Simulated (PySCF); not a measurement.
PBE on Br- (bromine, charge -1), [Kr], closed-shell 1S. All numbers are calculated (PySCF 2.14, the spin-free X2C one-electron Hamiltonian (Gaussian nucleus), in aug-cc-pVTZ-DK (7s6p4d2f, 59 functions)).

```
cycle= 1 E= -2605.99045383047  delta_E= -0.0106  |g|= 0.11  |ddm|= 0.323
cycle= 2 E= -2605.99052456477  delta_E= -7.07e-05  |g|= 0.0878  |ddm|= 0.111
cycle= 3 E= -2605.9917545508  delta_E= -0.00123  |g|= 0.0193  |ddm|= 0.0711
cycle= 4 E= -2605.99199387352  delta_E= -0.000239  |g|= 0.00124  |ddm|= 0.0319
cycle= 5 E= -2605.99199523095  delta_E= -1.36e-06  |g|= 9.55e-06  |ddm|= 0.0026
cycle= 6 E= -2605.99199523099  delta_E= -4e-11  |g|= 4.11e-07  |ddm|= 8.62e-06
converged SCF energy = -2605.99199523099  <S^2> = -3.5527137e-14  2S+1 = 1
```

Highest occupied orbital energy: 0.127 eV; ⟨L²⟩ = 0.00; populations by l: s 8.00, p 18.00, d 10.00, f 0.00.

Q: Can this result be used?

A: With care. The calculation finished and met its thresholds. At PBE the highest occupied level has a positive energy, so only the finite basis holds that electron; in a semilocal or global hybrid functional this comes from self-interaction and does not mean that the real anion is unbound.
